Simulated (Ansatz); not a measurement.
**Counterpoise correction, worked out**

The pair of K⁺ (SMILES [K+], atom 1) and SiH3F (SMILES [SiH3]F, atoms 2–6), both closed shells, in one local arrangement (a lower one may exist), relaxed at PBE0-D4/def2-TZVP:

```tsv
atom	x (Å)	y (Å)	z (Å)
K1	-0.0860	0.8714	-3.3213
Si2	0.0195	-0.1980	0.7545
F3	-0.0220	0.2222	-0.8419
H4	-1.2477	0.2965	1.3262
H5	1.2081	0.4773	1.3099
H6	0.1280	-1.6694	0.7727
```

Ansatz 0.2.0; basis: def2-TZVPPD; cores frozen in the correlated methods. The outer core shell of Li, Na, Mg and K is correlated. The def2 sets are not built for correlating such inner shells, so the correlated values are less sure here.

MP2 total energies in eV:

| system | geometry | basis functions | energy |
| --- | --- | --- | --- |
| pair | pair | all | -26933.75298 |
| K⁺ | as in the pair | all (partner as ghosts) | -16303.91955 |
| SiH3F | as in the pair | all (partner as ghosts) | -10629.20934 |
| K⁺ | as in the pair | its own | -16303.88668 |
| SiH3F | as in the pair | its own | -10629.20162 |
| K⁺ | free (PBE0-D4 minimum) | its own | -16303.88668 |
| SiH3F | free (PBE0-D4 minimum) | its own | -10629.24914 |

Problem. Work out the interaction energy with and without the counterpoise correction, the superposition error, and the binding energy from the relaxed fragments.

Solution. Without correction: -26933.75298 − (-16303.88668) − (-10629.20162) = -0.66468 eV.
With correction (each fragment in the whole basis): -26933.75298 − (-16303.91955) − (-10629.20934) = -0.62409 eV = -14.39 kcal/mol.
The superposition error is the difference, 0.04059 eV, 6 % of the uncorrected value: each fragment borrows its partner's functions.
Deformation from the free shapes: 0.00000 eV for K⁺ and 0.04752 eV for SiH3F.
Binding energy from relaxed fragments: -0.62409 + 0.00000 + 0.04752 = -0.57657 eV = -13.30 kcal/mol (electronic, without zero-point energy; negative means bound). For comparison, the corrected interaction energy by CCSD(T) at an estimated basis limit (MP2 extrapolated from triple and quadruple zeta, plus CCSD(T) − MP2 in triple zeta) is -0.656 eV.

No T1 diagnostic of these runs exceeds 0.012.

For scale, one of the runs: CCSD(T)/def2-TZVPPD, 175 basis functions, launched by `ansatz run in.yaml --threads 2 --pin off --events-out ev --progress --plain --max-ram 5222MiB`. Hardware: 2 CPU threads of an AMD EPYC 7571, shared host. Wall time 67 s; peak host memory 1.6 GiB.
